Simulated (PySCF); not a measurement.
Ge(H)3(OEt), SMILES CC[O][GeH3] (C2H8GeO) (PBE0/def2-SVP optimised geometry):

```
12

Ge    -1.870    -0.468     0.000
O     -0.087    -0.468     0.000
C      0.618     0.133    -1.057
C      2.102    -0.008    -0.807
H     -2.380     0.989     0.000
H     -2.379    -1.202    -1.259
H     -2.261    -1.207     1.285
H      0.356    -0.339    -2.027
H      0.354     1.207    -1.150
H      2.380    -1.070    -0.738
H      2.683     0.454    -1.619
H      2.378     0.477     0.142
```

Computed with PBE0/def2-TZVP in PySCF 2.14.0.

### Question
What are the frontier orbital energies and the dipole moment?

### Answer
HOMO-2 -9.59 eV, HOMO-1 -8.52 eV, HOMO -7.67 eV, LUMO 0.35 eV, LUMO+1 1.13 eV; dipole moment 0.99 D.

On the same geometry PBE/def2-TZVP run with PySCF 2.14.0 gives HOMO-2 -8.22 eV, HOMO-1 -7.05 eV, HOMO -6.14 eV, LUMO -0.52 eV, LUMO+1 0.19 eV; dipole moment 0.88 D.

Meta-Löwdin charges at PBE0/def2-TZVP: Ge1 0.61, O2 -0.60, C3 0.02, C4 -0.34, H5 -0.08, H6 -0.08, H7 -0.05, H8 0.09, H9 0.09, H10 0.12, H11 0.11, H12 0.12.
